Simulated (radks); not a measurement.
The nuclear charge of neutral beryllium is varied continuously with 4 electrons held in [He] 2s2. Calculated with a radial shooting solver on a logarithmic mesh with Libxc functionals: scalar-relativistic Kohn-Sham, PBE, spin-polarised, spherical densities, point nucleus. By the Hellmann-Feynman theorem dE/dZ = E(electron-nucleus)/Z, the electronic potential at the nucleus. The scalar-relativistic energy here is not variational (the density holds large components alone), so the two differ by a part that grows with Z.

Z	E (hartree)	E(electron-nucleus)/Z (hartree)	HOMO	e(HOMO) (eV)	<r> HOMO (bohr)
3.75	-12.60830	-7.78355	2s	-3.253	2.961
4	-14.63287	-8.41259	2s	-5.610	2.603
4.25	-16.81458	-9.04073	2s	-8.421	2.328
4.5	-19.15326	-9.66832	2s	-11.678	2.109
4.75	-21.64880	-10.2956	2s	-15.376	1.929
5	-24.30114	-10.9226	2s	-19.511	1.779

The central difference of E at Z = 4 is -8.413 hartree, to compare with the third column; the second derivative is -2.51 hartree.
